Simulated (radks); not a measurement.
Task: The titanium ion Ti16+, configuration [He] 2s2 2p2. Method: Dirac Kohn-Sham, BLYP, spin-unpolarised, spherical densities, point nucleus; open shells fill j = l - 1/2 first; computed with a radial shooting solver on a logarithmic mesh with Libxc functionals. Some entries of the table are withheld. Estimate them.

orbital,occ.,eigenvalue (hartree),r(max) (bohr)
1s1/2,2,-207.2590,(1)
2s1/2,2,(2),(3)
2p1/2,2,(4),(5)
2p3/2,0,(6),(7)

Result: 
(1) 1s1/2 r(max) (bohr): 0.04548
(2) 2s1/2 eigenvalue (hartree): -42.18150
(3) 2s1/2 r(max) (bohr): 0.2556
(4) 2p1/2 eigenvalue (hartree): -39.92008
(5) 2p1/2 r(max) (bohr): 0.2026
(6) 2p3/2 eigenvalue (hartree): -39.65086
(7) 2p3/2 r(max) (bohr): 0.2045
